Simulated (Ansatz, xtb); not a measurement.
GeH4NO: where a starting geometry ends

The starting geometry of this gas-phase doublet has its atoms placed at random.

```xyz
7

Ge   -0.1512   -0.0463   -0.5107
N    -1.4533   -0.2675    1.4983
O     0.5093   -1.4021    1.2994
H     1.0180   -0.6607   -1.4599
H    -0.9726   -1.7435   -0.1786
H    -0.4569   -0.9016   -1.9521
H    -0.9988   -1.4594    1.1481
```

Problem. Guess where an optimisation with r2SCAN-D4/def2-SVP ends from this start.

Solution. It loosens into GeH2NO + H2, which stay close as a complex. Distances that change by over a tenth: Ge1–H5 (1.91 → 2.99 Å). Contacts that open: Ge1–H6 (1.70 → 2.93 Å). Contacts that close: Ge1–N2 (2.40 → 1.97 Å), Ge1–O3 (2.36 → 2.10 Å), N2–O3 (2.28 → 1.31 Å), N2–H7 (1.32 → 1.03 Å), H5–H6 (2.03 → 0.76 Å).

The energy falls by 8.25 eV over 26 steps:

```
step  E − E(last) (eV)
   1             8.253
   4             4.687
   7             1.598
   9             0.748
  12             0.538
  15             0.326
  18             0.019
  20             0.002
  23             0.000
  26             0.000
```

Final geometry (Å):

```yaml
atoms:
  - { symbol: Ge, position_ang: [0.0700, 0.2510, -0.2415] }
  - { symbol: N, position_ang: [-0.5528, -0.8447, 1.2721] }
  - { symbol: O, position_ang: [0.4504, -0.1735, 1.7748] }
  - { symbol: H, position_ang: [1.0928, -0.8904, -0.7121] }
  - { symbol: H, position_ang: [-1.6638, -1.3525, -2.0751] }
  - { symbol: H, position_ang: [-1.0594, -1.8063, -1.9929] }
  - { symbol: H, position_ang: [-0.8427, -1.6648, 1.8191] }
```

From the same start GFN2-xTB reaches the same bonding as this run.

From so rough a start the end depends on the optimiser's path, so another program may land elsewhere. The end wasn't checked by frequencies. Open shells are spin-unrestricted. Run with Ansatz 0.2.0, 2.6 min on 1 thread of Intel(R) Xeon(R) 6975P-C (Granite Rapids), with other jobs on the host.
